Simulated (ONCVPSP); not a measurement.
# Co, ONCV: configuration errors across variants

Co (Z = 27), optimised norm-conserving Vanderbilt (ONCV), made with ONCVPSP 4.0.1 (PBEsol, scalar-relativistic). Core [Ne], reference 3s2 3p6 3d7 4s1 (charge +1). Waves: 3s+4s: rc 1.45 bohr, ncon 4, nbas 7, qcut 10.6 1/bohr, 2 projectors; 3p: rc 0.90 bohr, ncon 4, nbas 9, qcut 9.1 1/bohr, 3 projectors, debl 1.3 Ha; 3d: rc 0.90 bohr, ncon 3, nbas 7, qcut 16.6 1/bohr, 1 projector; f scattering state at 0.05 Ha: rc 1.20 bohr, ncon 4, nbas 9, qcut 9.6 1/bohr, 2 projectors, debl 2.6 Ha. Local part: polynomial inside 0.60 bohr (lpopt 5, dvloc0 2 Ha). Core correction: none.

In the p channel the program set the typed energies aside and used -2.732, 0.250, 1.550 Ha.

All-electron excitation energies from the reference (eV): (1) 3s2 3p6 3d7 4s2 -9.046; (2) 3s2 3p6 3d7 4s0 16.698; (3) 3s2 3p6 3d6 4s0 52.535; (4) 3s2 3p6 3d6 4s2 4p1 0.645.

A true bound ghost makes a file unfit for plane-wave use even where its test errors are small: the radial tests pick states by their node count and pass the ghost by.

Errors AE − PS in meV (a dash: test not solved or not reliable):

| change | (1) | (2) | (3) | (4) | bound ghosts | GHOST(+) flags above zero |
| --- | --- | --- | --- | --- | --- | --- |
| base | +1.3 | -0.3 | -5.4 | +10 | none | s |
| all radii scaled by about 0.78 (s 1.12, p 0.70, d 0.70, f 0.94 bohr); local potential polynomial inside 0.46 bohr (lpopt 5, dvloc0 2 Ha) | +1.0 | -0.5 | -5.0 | +5.7 | p | s, p, f |
| all radii scaled by about 0.89 (s 1.30, p 0.80, d 0.80, f 1.06 bohr); local potential polynomial inside 0.54 bohr (lpopt 5, dvloc0 2 Ha) | +1.2 | -0.3 | -5.4 | +8.3 | p | s |
| all radii scaled by about 1.06 (s 1.54, p 0.96, d 0.96, f 1.26 bohr); local potential polynomial inside 0.64 bohr (lpopt 5, dvloc0 2 Ha) | +1.4 | -0.3 | -5.5 | +11 | none | s |
| all radii scaled by about 1.24 (s 1.80, p 1.12, d 1.12, f 1.48 bohr); local potential polynomial inside 0.74 bohr (lpopt 5, dvloc0 2 Ha) | +1.7 | -0.4 | -6.6 | +13 | none | none |
| all radii scaled by about 1.33 (s 1.92, p 1.20, d 1.20, f 1.60 bohr); local potential polynomial inside 0.80 bohr (lpopt 5, dvloc0 2 Ha) | +1.5 | -0.5 | -6.8 | +13 | none | none |

Problem. Give the same row for: all radii scaled by about 1.16 (s 1.68, p 1.04, d 1.04, f 1.38 bohr); local potential polynomial inside 0.70 bohr (lpopt 5, dvloc0 2 Ha).

Solution. +1.4, -0.4, -5.6, +12; bound ghosts: none; GHOST(+) flags above zero: none.
